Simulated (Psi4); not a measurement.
Two rigid molecules brought together: CH2O2 ··· H3B (SMILES O=CO and B). Monomers: optimised at B3LYP-D3(BJ) (def2-TZVP), held rigid. Orientation: lowest of the rigid-body minima from ten starts at GFN2-xTB (searched outside a hard wall at short contacts). R is the distance of the centres of mass, along which the second monomer moves. The shortest distances reach bonding range, where SAPT0 and rigid monomers are unreliable.

- PBE/def2-TZVP, counterpoise-corrected (Psi4)
- PBE-D3(BJ)/def2-TZVP, counterpoise-corrected (Psi4)
- PBE0/def2-TZVP, counterpoise-corrected (Psi4)
- SAPT0/jun-cc-pVDZ, frozen core (Psi4)

Interaction energies in kJ/mol; the last columns give the difference from SAPT0:

| R / Å | PBE/def2-TZVP | PBE-D3(BJ)/def2-TZVP | PBE0/def2-TZVP | SAPT0/jun-cc-pVDZ | PBE/def2-TZVP − SAPT0/jun-cc-pVDZ | PBE-D3(BJ)/def2-TZVP − SAPT0/jun-cc-pVDZ | PBE0/def2-TZVP − SAPT0/jun-cc-pVDZ |
|---|---|---|---|---|---|---|---|
| 1.84 | 78.37 | 71.78 | 81.61 | 94.22 | -15.85 | -22.44 | -12.60 |
| 1.97 | 11.11 | 4.66 | 14.76 | 31.66 | -20.55 | -27.00 | -16.90 |
| 2.18 | -36.59 | -42.93 | -32.20 | -13.90 | -22.68 | -29.03 | -18.29 |
| 2.40 | -46.74 | -52.94 | -42.15 | -27.19 | -19.55 | -25.75 | -14.95 |
| 2.57 | -43.48 | -49.32 | -39.18 | -28.11 | -15.37 | -21.21 | -11.07 |
| 2.77 | -35.89 | -41.21 | -32.23 | -25.57 | -10.31 | -15.64 | -6.66 |
| 3.08 | -24.22 | -28.64 | -21.71 | -19.87 | -4.34 | -8.76 | -1.84 |
| 3.37 | -16.22 | -19.78 | -14.60 | -14.88 | -1.34 | -4.90 | 0.28 |
| 3.90 | -7.94 | -10.12 | -7.24 | -8.23 | 0.28 | -1.89 | 0.99 |
| 4.60 | -3.34 | -4.35 | -3.10 | -3.78 | 0.44 | -0.57 | 0.68 |
| 5.62 | -1.10 | -1.42 | -1.06 | -1.41 | 0.32 | -0.01 | 0.35 |
| 6.88 | -0.37 | -0.46 | -0.38 | -0.53 | 0.16 | 0.07 | 0.15 |

PBE/def2-TZVP is furthest from SAPT0/jun-cc-pVDZ at 2.18 (-22.68 kJ/mol, below); its mean absolute difference over the points is 9.27 kJ/mol.

PBE-D3(BJ)/def2-TZVP is furthest from SAPT0/jun-cc-pVDZ at 2.18 (-29.03 kJ/mol, below); its mean absolute difference over the points is 13.11 kJ/mol.

PBE0/def2-TZVP is furthest from SAPT0/jun-cc-pVDZ at 2.18 (-18.29 kJ/mol, below); its mean absolute difference over the points is 7.06 kJ/mol.
